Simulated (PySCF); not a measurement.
**PBE0 beside CCSD(T) along the alkali metals: bonds to Se**

PBE0 and CCSD(T) in PySCF with def2-SVP on every atom (core potentials on Cs), for the lowest determinant that a PBE0 search found; no spin–orbit coupling.

| molecule | state (unpaired electrons) | PBE0 Re (Å) | PBE0 ωe (cm⁻¹) | PBE0 De (eV) | CCSD(T) Re (Å) | CCSD(T) ωe (cm⁻¹) | CCSD(T) De (eV) |
| --- | --- | --- | --- | --- | --- | --- | --- |
| LiSe | doublet (π ↑) | 2.270 | 520 | 2.88 | 2.295 | 509 | 2.49 |
| NaSe | doublet (π ↑) | 2.604 | 272 | 2.35 | ? | ? | ? |
| KSe | doublet (π ↑) | 2.961 | 198 | 2.37 | 3.006 | 192 | 1.99 |
| CsSe | doublet (π ↑) | 3.256 | 138 | 2.49 | 3.301 | 138 | 2.02 |

(1) Estimate the CCSD(T) values of NaSe by adding the mean shift from PBE0 to CCSD(T) of the other rows, and compare with the calculation.

(2) What are the mean differences of PBE0 from CCSD(T) over the whole series?

In a basis of this size CCSD(T) is itself not converged; it tends to give bonds that are too long and too weak.

Correlated steps freeze the inner cores (9 to 14 orbitals); shallow outer-core shells are correlated. Correlated levels converge slowly with the basis: in double zeta they bind strong bonds too weakly, by up to about 1 eV, and carry superposition errors of some tenths. These are scalar-relativistic numbers at best; spin–orbit coupling would shift them, the dissociation energy most. States were picked by a PBE0 search and need not be the measured ground states.

Results:

(1) The mean shifts are +3.8 pm, -6 cm⁻¹ and -0.41 eV, which give 2.642 Å, 266 cm⁻¹ and 1.94 eV. CCSD(T)/def2-SVP gives Re = 2.636 Å, ωe = 266 cm⁻¹, De = 2.04 eV.

(2) Re -3.7 pm, ωe +6 cm⁻¹, De +0.39 eV.
